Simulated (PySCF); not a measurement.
NMR data simulated for an unnamed compound:

¹H NMR (600 MHz, computed): δ 8.65 (t, 1H), 4.96 (s, 3H), 2.39 (m, 2H), 1.72 (m, 2H), 0.94 (t, 3H).

¹³C{¹H} NMR (computed): δ 185.1 (CH), 48.7 (CH2), 22.6 (CH2), 15.9 (CH3).

Computational details: shieldings: GIAO PBE0/pcSseg-1, GFN2-xTB structure, in PySCF (in vacuum, no relativistic terms, one averaged value for each set of equivalent atoms, one computed conformer).

Shifts are taken against calculated references (same method and geometry level): ¹H (σ = 31.72 ppm), ¹³C (σ = 186.93 ppm) against TMS.

Which of these does the molecule contain: an ester, a CH3CH2 unit, a Si–H bond, a methoxy group, a (CH3)2CH unit?

Answers


- An ester: no.
- A CH3CH2 unit: yes (δC 15.9, 22.6; δH 0.94 (t), 1.72 (m)).
- A Si–H bond: yes (δH 4.96 (s)).
- A methoxy group: no.
- A (CH3)2CH unit: no.

The data belong to SMILES C(CC)/C=N/[SiH3], C₄H₁₁NSi; they needn't prove each group on their own.

Carbon signals by region: 1 in the far downfield region (above 160 ppm), 3 below 50 ppm. Above 160 ppm: 185.1, C=N carbon.

Shifts are as computed. Against solution values, carbons near 30 ppm lie about +3 ppm off and those near 130 ppm about +5 ppm. Of 1211 compounds with measured shifts, 218 miss one by over three times the rms of a fit or turn the order of signals round; such compounds aren't used in these exercises. No couplings were computed; multiplicities are counted from neighbouring protons, with m where these are inequivalent, close in shift, in a saturated or five-membered ring or joined by F or P, and br s for small geminal =CH2 splittings.
